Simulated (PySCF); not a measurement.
Job file and geometry (Å, from GFN2-xTB) of an NMR shielding run on SMILES FC(F)(F)c1cc2scc(Cl)c2o1, C7H2ClF3OS, GIAO PBE0/pcSseg-1 NMR shielding, non-relativistic, gas phase in PySCF; density fitting, a coarse starting grid and PySCF grid level 2 are the driver's defaults:

```
$ OMP_NUM_THREADS=1 python probes_run.py task.json out

{"job": {"kind": "nmr", "xc": "PBE0", "basis": "pcSseg-1"}, "charge": 0, "multiplicity": 1}
F      2.872971    -0.336234     1.833106
C      2.662755     0.175782     0.611770
F      3.022837     1.466119     0.674524
F      3.524623    -0.427640    -0.216289
C      1.257483    -0.009064     0.142021
C      0.788677    -0.666525    -0.963323
C     -0.612813    -0.513991    -0.897929
S     -2.062284    -0.923644    -1.729225
C     -2.997470    -0.095774    -0.531022
C     -2.254201     0.470037     0.462862
Cl    -2.900230     1.349450     1.782407
C     -0.876160     0.229399     0.251591
O      0.262567     0.538195     0.886007
H      1.371100    -1.176544    -1.701503
H     -4.064267    -0.071578    -0.626909
```

Problem. Write the output of this run.

Solution. 
```
coarse grid: 16440 points
cycle   1  E = -1499.7393906601  dE =  2.988e+00  |g| = 9.655e-01  |ddm| = 4.464e+00
cycle   2  E = -1499.5582487808  dE =  1.811e-01  |g| = 1.467e+00  |ddm| = 1.409e+00
cycle   3  E = -1499.9000236338  dE = -3.418e-01  |g| = 9.661e-02  |ddm| = 8.621e-01
cycle   4  E = -1499.9008597710  dE = -8.361e-04  |g| = 7.561e-02  |ddm| = 1.707e-01
cycle   5  E = -1499.9022738947  dE = -1.414e-03  |g| = 1.667e-02  |ddm| = 8.457e-02
cycle   6  E = -1499.9023242779  dE = -5.038e-05  |g| = 6.994e-03  |ddm| = 2.007e-02
cycle   7  E = -1499.9023345659  dE = -1.029e-05  |g| = 1.328e-03  |ddm| = 7.308e-03
cycle   8  E = -1499.9023348389  dE = -2.730e-07  |g| = 4.787e-04  |ddm| = 1.655e-03
final grid: 158712 points
cycle   9  E = -1500.0101543502  dE = -4.353e-05  |g| = 1.293e-02  |ddm| = 4.510e-02
cycle  10  E = -1500.0101027114  dE =  5.164e-05  |g| = 2.054e-02  |ddm| = 2.808e-02
cycle  11  E = -1500.0101869485  dE = -8.424e-05  |g| = 1.892e-03  |ddm| = 1.871e-02
cycle  12  E = -1500.0101876183  dE = -6.697e-07  |g| = 6.201e-04  |ddm| = 2.212e-03
cycle  13  E = -1500.0101876971  dE = -7.879e-08  |g| = 1.661e-04  |ddm| = 6.431e-04
cycle  14  E = -1500.0101877024  dE = -5.348e-09  |g| = 6.367e-05  |ddm| = 1.955e-04
cycle  15  E = -1500.0101877033  dE = -8.986e-10  |g| = 2.020e-05  |ddm| = 7.600e-05
converged SCF energy = -1500.0101877033

GIAO shielding tensors (ppm)
atom      isotropic    diamagn.    paramagn.     s11        s22        s33       span
  0 F      243.950     470.562    -226.612    161.940    237.763    332.148    170.208
  1 C       58.425     238.628    -180.203     49.030     61.458     64.786     15.755
  2 F      243.355     470.556    -227.201    161.087    237.045    331.934    170.846
  3 F      261.610     470.348    -208.738    187.305    240.282    357.241    169.936
  4 C       35.429     258.154    -222.725    -27.572     49.354     84.504    112.076
  5 C       70.600     247.741    -177.141     -5.671     54.843    162.629    168.300
  6 C       52.445     269.057    -216.612     -3.242     27.505    133.073    136.315
  7 S      370.655    1054.853    -684.199    205.428    404.610    501.926    296.498
  8 C       54.736     259.619    -204.883    -25.875     60.874    129.209    155.085
  9 C       65.361     251.350    -185.989     -4.227     77.328    122.981    127.208
 10 Cl     779.182    1144.650    -365.468    522.706    807.248   1007.591    484.886
 11 C       26.434     252.922    -226.488    -28.010     24.002     83.310    111.320
 12 O       72.155     399.699    -327.544    -66.067     20.548    261.984    328.050
 13 H       24.336      32.114      -7.778     20.140     25.351     27.518      7.378
 14 H       24.567      30.334      -5.767     20.121     26.604     26.977      6.856
```

Problem. Turn these shieldings into chemical shifts. Scale: CFCl3 for 19F (σ = 170.95 ppm); TMS for 13C (σ = 186.93 ppm), 1H (σ = 31.72 ppm); CS2 for 33S (σ = 503.73 ppm); HCl for 35Cl (σ = 949.78 ppm); 17O (σ = 336.08 ppm) vs H2O (reference shieldings calculated alike).

Solution. Averaging equivalent atoms: F 0/2/3: -78.7; C 11: 160.5; C 4: 151.5; C 6: 134.5; C 8: 132.2; C 1: 128.5; C 9: 121.6; C 5: 116.3; S 7: 133; Cl 10: 171; O 12: 263.9; H 13: 7.38; H 14: 7.15 ppm. Unscaled 19F shifts against computed CFCl3 carry errors that often reach 10 to 50 ppm. Unscaled 17O shifts of doubly bonded oxygen tend to come out too high, by tens of ppm or more. Experimental scales use liquid or dissolved standards, which lie at an offset from isolated H2O (liquid H2O: subtract about 36 ppm).

Size and cost of the density-fitted run: 245 basis functions, 2 min wall time on 1 thread of an Arm Neoverse N1, shared host.
